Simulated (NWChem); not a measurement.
# GaNH4O2; SMILES [OH][Ga]([OH])[NH2]

```xyz
8

Ga     0.0242    -0.0218     0.0180
O     -1.3176    -1.1974    -0.0080
H     -2.1962    -0.8069    -0.0269
O      1.6665    -0.6978    -0.0549
H      1.6701    -1.6582    -0.1159
N     -0.1804     1.7709     0.0425
H      0.6182     2.3757     0.1901
H     -1.0471     2.2276     0.2939
```
Atoms are numbered in this order, from 1.

Computed with NWChem. Pople sets run with spherical d functions. All runs use the structure optimised with PBE0/def2-SVP. GIAO values for the isolated, static molecule; σ is the absolute isotropic shielding, δ = σ(reference) − σ with the isolated reference molecule computed at the same levels (1H: tetramethylsilane, 15N: ammonia, 17O: water).

For level B3LYP/6-31G*:

| Property | Result |
|---|---|
| σ Ga1 (ppm) | 1594.8 |
| δ O2 (ppm) | 35.0 |
| δ H3 (ppm) | 1.05 |
| δ O4 (ppm) | 26.3 |
| δ H5 (ppm) | 1.15 |
| δ N6 (ppm) | 10.7 |
| δ H8 (ppm) | -0.19 |

Question: What are these values for level PBE/pcSseg-1?

Answer: The σ Ga1 (ppm) is 1342.1, the δ O2 (ppm) is 44.1 and the δ H3 (ppm) is 1.28. The δ O4 (ppm) is 34.8, the δ H5 (ppm) is 1.27 and the δ N6 (ppm) comes out as 15.5. The δ H8 (ppm) is 0.37.
